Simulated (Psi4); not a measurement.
Interaction energy of CO ··· H2S (SMILES [C-]#[O+] and S). Monomers: optimised at B3LYP-D3(BJ) (def2-TZVP), held rigid. Orientation: lowest of the rigid-body minima from ten starts at GFN2-xTB. The monomers approach along the line of their centres of mass (distance R); nothing else relaxes.

Level of theory: Psi4 1.11 with SAPT0/jun-cc-pVDZ, frozen core.

Components in kcal/mol:

```csv
R / Å,electrostatics,exchange,induction,dispersion,total
2.52,-42.82,98.88,-19.37,-10.75,25.94
2.75,-22.82,52.94,-9.44,-6.55,14.13
2.93,-13.90,32.18,-5.41,-4.50,8.36
3.16,-7.43,16.89,-2.69,-2.84,3.92
3.30,-5.12,11.36,-1.78,-2.17,2.30
3.60,-2.37,4.80,-0.74,-1.24,0.46
3.89,-1.19,2.06,-0.32,-0.74,-0.18
4.41,-0.41,0.44,-0.07,-0.31,-0.35
5.13,-0.15,0.05,-0.01,-0.11,-0.22
6.12,-0.06,0.00,0.00,-0.03,-0.09
7.40,-0.02,0.00,0.00,-0.01,-0.03
```
